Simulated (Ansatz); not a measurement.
Mulliken charges of C2H5GeN, SMILES `N=[C]1[CH2][GeH2]1` from PBE/def2-TZVPP in Ansatz (PBE0-D4/def2-TZVP geometry).

```csv
atom,x (Å),y (Å),z (Å),charge (e)
N1,-1.012,0.884,-1.521,-0.178
C2,-0.427,0.306,-0.578,-0.080
C3,0.870,0.304,0.162,-0.191
Ge4,-0.454,-1.029,0.815,0.076
H5,-0.407,1.603,-1.936,0.148
H6,1.741,-0.052,-0.386,0.102
H7,1.078,1.174,0.782,0.102
H8,-0.179,-2.494,0.490,0.010
H9,-1.123,-0.741,2.155,0.010
```

By hand: the dipole of these point charges (1 e Å = 4.8032 D).

Σ q r = (0.228, 0.001, 0.128) e Å, of length 0.261 e Å = 1.25 D.

How does the dipole of the full density compare? (Best estimate.)

Computed: (0.380, -0.004, 0.220) e Å, 2.11 D; the point charges give 0.59 times that, at 1° from its direction.

Point charges leave out the atoms' own dipoles, such as those of lone pairs, and Mulliken's split depends on the basis, so the two needn't agree.
